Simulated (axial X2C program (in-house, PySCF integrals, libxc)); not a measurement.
Bond lengths and stretching modes, held linear, of NGeO⁺

Computed with an in-house all-electron X2C program for linear molecules (integrals from PySCF): two-component X2C with atomic mean-field Coulomb and Gaunt terms, Gaussian nuclei, basis N dyall-av3z, Ge dyall-v3z, O dyall-av3z with contracted cores. Spin-free rows use the one-electron spin-free X2C Hamiltonian.

Masses N 14.003, Ge 73.921, O 15.995 u. States: 2c Ω = 1 (beyond evenly filled blocks: ω = -1/2, ω = 3/2); spin-free M_S = 1, Λ = 0 (beyond evenly filled blocks: π+α, π-α).

PBE0, spin-free: energies above the lowest point

```json
{"r(N–Ge) (Å)": "1.8301", "r(Ge–O) (Å)": "1.5454", "E (meV)": "67.75"}
{"r(N–Ge) (Å)": "1.8301", "r(Ge–O) (Å)": "1.5850", "E (meV)": "17.40"}
{"r(N–Ge) (Å)": "1.8301", "r(Ge–O) (Å)": "1.6246", "E (meV)": "52.26"}
{"r(N–Ge) (Å)": "1.8770", "r(Ge–O) (Å)": "1.5454", "E (meV)": "50.64"}
{"r(N–Ge) (Å)": "1.8770", "r(Ge–O) (Å)": "1.5850", "E (meV)": "0.00"}
{"r(N–Ge) (Å)": "1.8770", "r(Ge–O) (Å)": "1.6246", "E (meV)": "34.89"}
{"r(N–Ge) (Å)": "1.8770", "r(Ge–O) (Å)": "1.6643", "E (meV)": "137.12"}
{"r(N–Ge) (Å)": "1.9239", "r(Ge–O) (Å)": "1.5454", "E (meV)": "64.65"}
{"r(N–Ge) (Å)": "1.9239", "r(Ge–O) (Å)": "1.5850", "E (meV)": "13.05"}
{"r(N–Ge) (Å)": "1.9239", "r(Ge–O) (Å)": "1.6246", "E (meV)": "47.16"}
{"r(N–Ge) (Å)": "1.9708", "r(Ge–O) (Å)": "1.5850", "E (meV)": "49.41"}
{"r(N–Ge) (Å)": "1.9708", "r(Ge–O) (Å)": "1.6643", "E (meV)": "182.08"}
```

Task: Fit a quadratic surface with cubic terms in each bond: where is the minimum, and what are the two stretching wavenumbers?

Result: At PBE0, spin-free: bonds 1.878 and 1.587 Å; harmonic stretches 548.7 and 1061.5 cm⁻¹; force constants 2.18, 8.6 and coupling -0.07 mdyn/Å.

The other levels and Hamiltonians give:

```csv
Hamiltonian,level,r(N–Ge) (Å),r(Ge–O) (Å),lower stretch (cm⁻¹),upper stretch (cm⁻¹)
2c,PBE0,1.879,1.588,548.6,1061.3
2c,TPSSh,1.883,1.599,544.5,1026.9
spin-free,TPSSh,1.883,1.599,544.7,1027.1
```

Each state is one determinant, the lowest of a limited PBE0 search; the stretches come from a fit to these few points and carry an uncertainty of a few per cent. Other orders of the atoms were not compared. Left out for rough or failed fits: HF 2c, MP2 2c, HF spin-free, MP2 spin-free. The molecule was held linear; bending was not examined, so a bent shape may lie lower. Open-shell Ω = 0 determinants with evenly filled partner blocks cannot be reached by this program, so the Ω shown need not be the lowest component. Note: several unpaired electrons, one determinant need not be a pure state.
